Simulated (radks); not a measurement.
Q: K II, 18 electrons, occupied as [Ar]. Method: Dirac Kohn-Sham, PBEsol, spin-unpolarised, spherical densities, finite nucleus; Fermi nuclear charge, rms radius 3.4349 fm; computed with a radial shooting solver on a logarithmic mesh with Libxc functionals.

Spin-orbit splittings of the eigenvalues, e(l+1/2) - e(l-1/2), with zeta = 2 splitting/(2l+1) and mean radii in bohr:

| shell | occ. | splitting (eV) | zeta (eV) | <r> j=l-1/2 | <r> j=l+1/2 |
|---|---|---|---|---|---|
| 2p | 6 | 2.887 | 1.924 | 0.3492 | 0.3516 |
| 3p | 6 | ? | ? | 1.421 | 1.429 |

Estimate the 3p splitting.

A: 0.2696 eV (zeta = 0.1797 eV).
